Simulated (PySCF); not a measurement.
B3LYP on Tc- (technetium, charge -1), [Kr] 4d6 5s2, high-spin 5D determinant. Computed with PySCF 2.14 in aug-cc-pwCVDZ-PP with ECP28MDF, with a scalar-relativistic core potential.

```
cycle= 1 E= -80.4895071499804  delta_E= -0.0197  |g|= 0.0308  |ddm|= 0.94
cycle= 2 E= -80.4904440290733  delta_E= -0.000937  |g|= 0.0135  |ddm|= 0.172
cycle= 3 E= -80.4905308286016  delta_E= -8.68e-05  |g|= 0.00789  |ddm|= 0.0483
cycle= 4 E= -80.4905718193317  delta_E= -4.1e-05  |g|= 0.00303  |ddm|= 0.028
cycle= 5 E= -80.4905833172497  delta_E= -1.15e-05  |g|= 0.000404  |ddm|= 0.0124
cycle= 6 E= -80.4905837100524  delta_E= -3.93e-07  |g|= 6.67e-05  |ddm|= 0.00402
cycle= 7 E= -80.490583714909  delta_E= -4.86e-09  |g|= 9.16e-06  |ddm|= 0.000225
cycle= 8 E= -80.4905837151079  delta_E= -1.99e-10  |g|= 1.72e-06  |ddm|= 4.36e-05
converged SCF energy = -80.4905837151079  <S^2> = 6.0459233  2S+1 = 5.0183357
```

Highest occupied orbital energy: 1.273 eV; ⟨L²⟩ = 6.03; populations by l: s 4.00, p 6.00, d 6.00, f 0.00.

Problem. Can this result be used?

Solution. With care. The calculation finished and met its thresholds. Energies and moments cover only the electrons outside the core potential. At B3LYP the highest occupied level has a positive energy, so only the finite basis holds that electron; in a semilocal or global hybrid functional this comes from self-interaction and does not mean that the real anion is unbound.
